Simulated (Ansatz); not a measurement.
This geometry of CH5BO2 (9 atoms, charge 0, multiplicity 1) is a first-order saddle point.

These are results of RKS BHLYP-D4/def2-SVP in Ansatz, not measurements.

```xyz
9
Properties=species:S:1:pos:R:3
C 0.597 0.551 -0.875
B -0.077 -0.239 0.299
O -1.276 -0.897 0.124
O 0.563 -0.327 1.487
H 0.801 -0.142 -1.700
H -0.084 1.308 -1.279
H 1.533 1.033 -0.586
H -2.068 -0.450 0.403
H 0.099 -0.885 2.109
```

Problem. Which two structures does it join? (They come from a converged band through this point; their orientation in space is the band's.)

Solution. No bond is made or broken.

First end point:

```xyz
9
Properties=species:S:1:pos:R:3
C 0.493 0.508 -0.856
B -0.090 -0.205 0.419
O -1.395 -0.564 0.554
O 0.745 -0.506 1.440
H 0.985 -0.238 -1.491
H -0.263 1.011 -1.466
H 1.258 1.238 -0.578
H -1.942 -0.328 -0.188
H 0.297 -0.960 2.151
```

Last end point:

```xyz
9
Properties=species:S:1:pos:R:3
C 0.621 0.558 -0.926
B -0.134 -0.169 0.239
O -1.343 -0.733 -0.025
O 0.430 -0.194 1.476
H 0.508 0.021 -1.871
H 0.183 1.552 -1.072
H 1.683 0.692 -0.709
H -1.786 -1.146 0.712
H -0.075 -0.627 2.159
```

Problem. How far does it lie above each of them?

Solution. 39.2 kJ/mol above the first and 26.8 kJ/mol above the second. This is the barrier of this one path; another mechanism may lie lower.

The run took 5.4 min on 1 thread of Arm Neoverse V2, with other jobs on the host, peak memory 0.15 GiB.
